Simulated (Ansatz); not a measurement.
## Counterpoise correction, worked out

The pair of H$_{2}$ (SMILES [H][H], atoms 1–2) and CS$_{2}$ (SMILES S=C=S, atoms 3–5), both closed shells, in one local arrangement (a lower one may exist), relaxed at PBE0-D4/def2-TZVP:

| atom | x (Å) | y (Å) | z (Å) |
| --- | --- | --- | --- |
| H1 | -0.3071 | -0.2579 | -2.0465 |
| H2 | 0.2336 | 0.2505 | -1.9664 |
| S3 | 1.1535 | 1.0610 | 1.2968 |
| C4 | 0.0245 | 0.0024 | 1.3397 |
| S5 | -1.1044 | -1.0560 | 1.3764 |

Program: Ansatz 0.2.0. Basis: def2-TZVPPD. Cores are frozen in the correlated methods.

CCSD(T) total energies in eV:

| system | geometry | basis functions | energy |
| --- | --- | --- | --- |
| pair | pair | all | -22712.70307 |
| H$_{2}$ | as in the pair | all (partner as ghosts) | -31.90520 |
| CS$_{2}$ | as in the pair | all (partner as ghosts) | -22680.78144 |
| H$_{2}$ | as in the pair | its own | -31.90429 |
| CS$_{2}$ | as in the pair | its own | -22680.77615 |
| H$_{2}$ | free (PBE0-D4 minimum) | its own | -31.90433 |
| CS$_{2}$ | free (PBE0-D4 minimum) | its own | -22680.77654 |

Question: Work out the interaction energy with and without the counterpoise correction, the superposition error, and the binding energy from the relaxed fragments.

Answer: Without correction: -22712.70307 − (-31.90429) − (-22680.77615) = -0.02263 eV.
With correction (each fragment in the whole basis): -22712.70307 − (-31.90520) − (-22680.78144) = -0.01643 eV = -0.38 kcal/mol.
The superposition error is the difference, 0.00620 eV, 27 % of the uncorrected value: each fragment borrows its partner's functions.
Deformation from the free shapes: 0.00004 eV for H$_{2}$ and 0.00039 eV for CS$_{2}$.
Binding energy from relaxed fragments: -0.01643 + 0.00004 + 0.00039 = -0.01600 eV = -0.37 kcal/mol (electronic, without zero-point energy; negative means bound). For comparison, the corrected interaction energy by CCSD(T) at an estimated basis limit (MP2 extrapolated from triple and quadruple zeta, plus CCSD(T) − MP2 in triple zeta) is -0.021 eV; triple zeta with the correction binds less.

The T1 diagnostic stays at or below 0.020.

For scale, one of the runs: CCSD(T)/def2-TZVPPD, 173 basis functions, launched by `ansatz run in.yaml --threads 2 --pin off --events-out ev --progress --plain --max-ram 5222MiB`. The run took 21 s on 2 CPU threads of an Arm Neoverse V1 (shared host), with 1.4 GiB of host memory at its peak.
